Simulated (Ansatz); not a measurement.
```yaml
crystal:
  periodic: [false, false, false]
  atoms:
    - {symbol: Cr, position_ang: [0.069606, 0.119863, 0.049480]}
    - {symbol: O, position_ang: [0.080563, 0.090850, 2.080424]}
    - {symbol: O, position_ang: [1.979145, 0.125326, -0.643189]}
    - {symbol: O, position_ang: [-0.898046, 1.781937, -0.604178]}
    - {symbol: S, position_ang: [-1.231281, -2.117964, -0.882536]}
basis:
  gaussian: {orbitals: def2-mTZVPP}
total_charge: -1
magnetization: {spin_polarized: true, initial_magnetization: 1}
hamiltonian: {xc: {name: SPW92}, pseudopotentials: {relativity: scalar}}
scf: {omitted_lower_state_checks: [starts]}
output: {forces: true}
```

```sh
$ ansatz run in.yaml --threads 4 --pin off --events-out ev --progress --plain --max-ram 3916MiB
```

Shortened log:

```
Functional definition: SPW92
1043 factors; their error is unknown
mean field evaluation 1: about -45375.3042 eV, gradient 1.2e2 eV
mean field evaluation 2: about -44222.4160 eV, gradient 5.5e2 eV
mean field evaluation 4: about -44877.1525 eV, gradient 3.8e2 eV
mean field evaluation 8: about -45431.2703 eV, gradient 6.0e0 eV
mean field evaluation 16: about -45431.4948 eV, gradient 2.3e-3 eV
mean field evaluation 32: about -45431.4950 eV, gradient 7.2e-6 eV
mean field -45431.49498735 eV, -1669.5766462116 hartree, gradient 2.8e-9 eV, S^2 1.329044; 0 other end points of the search recorded, 0 dependent functions left out
reference -45431.49501958 eV, -1669.5766473960 hartree; 33, 32 occupied and 99, 100 virtual orbitals, 1043 factors
Total energy: -45431.49501958 eV, -1669.5766473960 hartree
Relativity: scalar
Atom 0 at     0.069606     0.119863     0.049480 Å, force     1.852054     3.181182     1.541445 eV/Å
Atom 1 at     0.080563     0.090850     2.080424 Å, force    -0.082464     0.008735    -6.407420 eV/Å
Atom 2 at     1.979145     0.125326    -0.643189 Å, force    -5.889134    -0.180042     2.060849 eV/Å
Atom 3 at    -0.898046     1.781937    -0.604178 Å, force     2.842380    -5.207779     1.943204 eV/Å
Atom 4 at    -1.231281    -2.117964    -0.882536 Å, force     1.277165     2.197904     0.861922 eV/Å
Dipole moment:    -0.175347    -0.301303    -0.145321 e Å
Checks for a lower state left out: starts
```

Run time 15 s (4 threads of Arm Neoverse V1 on a shared host).

The highest occupied level of an anion often lies above zero with these methods, and sets without diffuse functions describe the outer electron poorly. The charge -1 doublet is spin-contaminated (final ⟨S²⟩ up to 1.33, 0.75 for a pure state).

The dipole of an ion depends on the origin.
